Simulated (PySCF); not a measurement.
chlorosilylformaldehyde (CH3ClOSi), SMILES O=C[SiH2]Cl. Atoms are numbered in the order given.

```xyz
7

O     -0.1774     2.5862     0.0000
C     -0.5927     1.4511     0.0000
Si     0.6800    -0.0030     0.0000
Cl    -0.3459    -1.8113     0.0000
H     -1.6984     1.2362     0.0000
H      1.5175     0.1006    -1.2221
H      1.5175     0.1006     1.2221
```
Charge 0, spin multiplicity 1.

Geometry optimised at B3LYP-D3(BJ)/def2-SVP. Other conformers were not sampled.

All values below come from KT2/pcSseg-1 (PySCF).

GIAO shieldings, no solvent; atoms alike by connectivity are averaged. δ = σ(ref) − σ: ¹⁷O against H2O (σ = 330.4 ppm); ¹³C against TMS (σ = 185.1 ppm); ²⁹Si against TMS (σ = 361.9 ppm); ³⁵Cl against HCl (σ = 945.4 ppm); ¹H against TMS (σ = 31.47 ppm), references at their B3LYP-D3(BJ)/def2-TZVP geometries, non-relativistic (without spin–orbit terms, shifts of atoms bonded to Cl or Br come out too high).

| nucleus | atoms | count | δ (ppm) |
|---|---|---|---|
| ¹⁷O | O1 | 1 | 852.1 |
| ¹³C | C2 | 1 | 226.1 |
| ²⁹Si | Si3 | 1 | -46.1 |
| ³⁵Cl | Cl4 | 1 | -52.2 |
| ¹H | H5 | 1 | 11.74 |
| ¹H | H6, H7 | 2 | 5.10 |
